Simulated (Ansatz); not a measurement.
`[InH2][CH]1BO1` + H₂S → `[SH][InH2]` + `B1CO1`  (ligand exchange at the In–C bond)

Gas-phase electronic energies from Ansatz, PBE0-D4/def2-TZVP geometries. CCSD(T)/CBS adds triple-zeta CCSD(T) − MP2 to the extrapolated MP2 energy (def2 sets, frozen cores). This one scheme is used for every species. Functionals use def2-TZVPP. HSE06 is defined as in plane-wave codes. Elements past krypton have def2 core potentials. For In outer-core shells are correlated without core-valence functions, which leaves a few kJ/mol of doubt a bond.

(1) Is it downhill or uphill in electronic energy at CCSD(T)/CBS, and by how much? (An estimate is asked.)

(2) What do these levels give: PBE-D4, revPBE-D4, r2SCAN0-D4, revPBE, r2SCAN, PBE0, r2SCAN0, HSE06, RPA@PBE/def2-TZVPP, CCSD/def2-SVP, MP2/def2-TZVPP, CCSD/CBS(def2)? (An estimate is asked.)

(3) What do rigid-rotor, harmonic-oscillator terms from PBE0-D4/def2-TZVP frequencies (298.15 K, 1 bar) make of the CCSD(T)/CBS value? (Best estimate.)

Largest T1 diagnostic among the species: 0.016.

Results:

(1) Computed: Downhill: ΔE = -119.6 kJ/mol.

(2) Computed: PBE-D4 -119.8, revPBE-D4 -117.4, r2SCAN0-D4 -127.7, revPBE -120.9, r2SCAN -124.7, PBE0 -125.9, r2SCAN0 -128.2, HSE06 -126.0, RPA@PBE/def2-TZVPP -111.2, CCSD/def2-SVP -123.7, MP2/def2-TZVPP -118.7, CCSD/CBS(def2) -121.8 kJ/mol.

(3) The calculation gave: ΔZPE = +12.9 kJ/mol, ΔH = -109.9 kJ/mol, ΔS = 4 J/(mol·K), ΔG = -110.9 kJ/mol.

From r2SCAN to r2SCAN0 (25 % exact exchange), in def2-TZVPP and without D4, ΔE moves by −3.5 kJ/mol. In def2-TZVPP, CCSD(T) changes the Hartree–Fock value by +20.3 kJ/mol (the triples alone add +2.1 kJ/mol) and MP2 by +18.1 kJ/mol. Leaving LDA and LC-ωPBE aside and taking each functional with its dispersion term where it has one, the values, not all of them listed here, spread over 10.9 kJ/mol, from BHLYP-D4 to revPBE-D4.
